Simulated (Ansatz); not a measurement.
Isomers of C3H6ClNSi, relaxed with PBE0-D4/def2-TZVP in Ansatz; electronic energies, one conformer each and not always the lowest. Functionals use def2-TZVPP; CBS adds triple-zeta CCSD(T) − MP2 to the MP2 limit of def2-TZVPP and def2-QZVPP.

(1) Order them by energy at frozen-core CCSD(T)/CBS, lowest first. (Best estimate.)
A. `C[Si](C)(Cl)C#N`
B. `C[Si]1(Cl)CC1=N`
C. `C=N/C([SiH3])=C\Cl`

(2) How do PBE-D4, r2SCAN-D4, ωB97M-V, HF/CBS(def2) place them (kcal/mol, against `C[Si](C)(Cl)C#N`)? (Estimate.)

Answers

(1) A (0.0 kcal/mol), B (56.9 kcal/mol), C (92.1 kcal/mol).

(2) Computed: 
```tsv
isomer	PBE-D4	r2SCAN-D4	ωB97M-V	HF/CBS(def2)
`C=N/C([SiH3])=C\Cl`	82.6	88.9	92.5	95.2
`C[Si]1(Cl)CC1=N`	46.2	50.8	54.9	65.4
```
